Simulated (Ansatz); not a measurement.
This geometry of C2H6BNOS (12 atoms, charge 0, multiplicity 1) is a first-order saddle point.

The calculation used RKS PBE-D4/STO-3G (Ansatz).

```xyz
12
Properties=species:S:1:pos:R:3
O -1.259 2.893 0.203
B -0.844 1.712 0.752
C -0.129 0.613 -0.124
N 0.262 -0.523 0.478
C 0.940 -1.509 -0.495
S -0.155 -2.962 -0.712
H -0.674 3.713 0.207
H -1.120 1.424 1.877
H 0.077 0.786 -1.213
H 1.129 -1.071 -1.503
H 1.915 -1.799 -0.039
H -0.065 -3.332 0.605
```

Problem. Which two structures does it join? (They come from a converged band through this point; their orientation in space is the band's.)

Solution. No bond is made or broken. The dihedral H7–O1–B2–C3 goes from -180 to 0°.

Image 0:

```xyz
12
Properties=species:S:1:pos:R:3
O -0.759 2.989 -0.029
B -0.540 1.822 0.661
C 0.019 0.623 -0.173
N 0.291 -0.530 0.456
C 0.799 -1.622 -0.509
S -0.450 -2.957 -0.625
H -1.121 3.688 0.634
H -0.754 1.723 1.820
H 0.195 0.738 -1.275
H 0.985 -1.241 -1.540
H 1.758 -2.002 -0.087
H -0.345 -3.287 0.702
```

Image 8:

```xyz
12
Properties=species:S:1:pos:R:3
O -0.892 3.067 0.398
B -0.592 1.826 0.899
C -0.030 0.676 -0.006
N 0.273 -0.508 0.545
C 0.774 -1.534 -0.493
S -0.468 -2.871 -0.665
H -0.685 3.064 -0.613
H -0.779 1.679 2.054
H 0.121 0.853 -1.106
H 0.937 -1.090 -1.502
H 1.744 -1.930 -0.111
H -0.326 -3.288 0.634
```

Problem. How far does it lie above each of them?

Solution. 1.14 eV above the first and 1.14 eV above the second. This is the barrier of this one path; another mechanism may lie lower. Limits of this set-up: minimal basis.

Run time: 110 s on 1 thread of Intel(R) Xeon(R) 6975P-C (Granite Rapids) (shared host), peak memory 0.12 GiB.
